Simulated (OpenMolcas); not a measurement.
Lines of Cl2+: computed and rescaled rates

```yaml
Program: OpenMolcas 26.06
Method: "MS-RASPT2, IPEA 0.25 Eh, imaginary shift 0.1 Eh (closed shells correlated: 2s 2p)"
Basis: ANO-RCC [8s7p5d4f2g]
Scalar_Hamiltonian: DKH2, point nucleus
Active_space: 5 electrons in 9 orbitals (RAS2 3s 3p; RAS3 3d, at most 2 electrons)
State_averaging: 2S+1 = 4 odd, 1 root; 2S+1 = 2 odd, 11 roots; 2S+1 = 4 even, 3 roots; 2S+1 = 2 even, 9 roots
Spin-orbit_coupling: state interaction with AMFI integrals over the reference wave functions, term energies averaged over their components
```

Rates come from the transition moments of the reference wave functions (E1 and E2 in the length form). At fixed line strength A goes as λ^-3 for E1 and M1 and as λ^-5 for E2, so a rate at the computed wavelength can be rescaled to the measured one. Measured vacuum wavelengths follow from level energies in Moore, Atomic Energy Levels, vol. I, NSRDS-NBS 35 (1971 reprint of NBS Circular 467, 1949). Branching counts decays inside the model space alone, at computed energies, and the table is only a selection of the E2 and M1 lines, drawn from those between levels with measured partners whose computed energy lies within a factor of 1.5 of the measured one.

| Upper | Lower | Type | λ computed (nm) | λ measured (nm) | A computed (s-1) | A rescaled (s-1) | Branching % |
| --- | --- | --- | --- | --- | --- | --- | --- |
| 3s² 3p³ ²P°_3/2 | 3s² 3p³ ⁴S°_3/2 | M1 | 331.4 | 334.4 | 6.64e-01 |  | 52.9 |
| 3s² 3p³ ²P°_1/2 | 3s² 3p³ ⁴S°_3/2 | M1 | 332.1 | 335.4 | 2.68e-01 |  | 40.9 |
| 3s² 3p³ ²P°_3/2 | 3s² 3p³ ²D°_3/2 | M1 | 832.7 | 843.6 | 2.14e-01 |  | 17.0 |
| 3s² 3p³ ²P°_3/2 | 3s² 3p³ ²D°_5/2 | E2 | 836.3 | 848.4 | 1.80e-01 | 1.68e-01 | 14.4 |
| 3s² 3p³ ²P°_1/2 | 3s² 3p³ ²D°_3/2 | E2 | 836.7 | 850.4 | 1.55e-01 | 1.43e-01 | 23.6 |
| 3s² 3p³ ²P°_1/2 | 3s² 3p³ ²D°_3/2 | M1 | 836.7 | 850.4 | 1.32e-01 |  | 20.1 |
| 3s² 3p³ ²P°_3/2 | 3s² 3p³ ²D°_5/2 | M1 | 836.3 | 848.4 | 1.19e-01 |  | 9.5 |
| 3s² 3p³ ²P°_1/2 | 3s² 3p³ ²D°_5/2 | E2 | 840.3 | 855.3 | 1.01e-01 | 9.24e-02 | 15.4 |
| 3s² 3p³ ²P°_3/2 | 3s² 3p³ ²D°_3/2 | E2 | 832.7 | 843.6 | 7.77e-02 | 7.28e-02 | 6.2 |
| 3s² 3p³ ²D°_3/2 | 3s² 3p³ ⁴S°_3/2 | M1 | 550.6 | 553.9 | 3.00e-03 |  | 89.6 |
| 3s² 3p³ ²D°_5/2 | 3s² 3p³ ⁴S°_3/2 | E2 | 549.1 | 551.9 | 5.47e-04 |  | 89.0 |
| 3s² 3p³ ²D°_3/2 | 3s² 3p³ ⁴S°_3/2 | E2 | 550.6 | 553.9 | 3.47e-04 |  | 10.4 |
| 3s² 3p³ ²D°_5/2 | 3s² 3p³ ⁴S°_3/2 | M1 | 549.1 | 551.9 | 6.63e-05 |  | 10.8 |

Spin-changing lines and M1 lines between different terms are not rescaled, since their strength hangs on the term gaps too.

The largest correction is for 3s² 3p³ ²P°_1/2 → 3s² 3p³ ²D°_5/2 (E2): 1.01e-01 × (840.3 / 855.3)^5 = 9.24e-02 s-1, a factor of 0.92.

No measured rate stands beside these. Rescaling mends the energy factor alone: line strengths can still be far off where a level mixes with configurations outside the active space, and weak or spin-changing lines hang on small mixing coefficients that depend on the term gaps too, so rescaling need not improve them.

The run also gave levels led by 3s 3p³ 3d, 3s² 3p² 3d, which use shells meant for correlation; these and all levels above them are left out. Computed and measured levels are paired by configuration, term and J; levels that our copy of the source lacks, or whose pairing is in doubt (as where it misses far off the trend of its configuration), stay unpaired. Only configurations of the active space appear.

° marks odd parity.
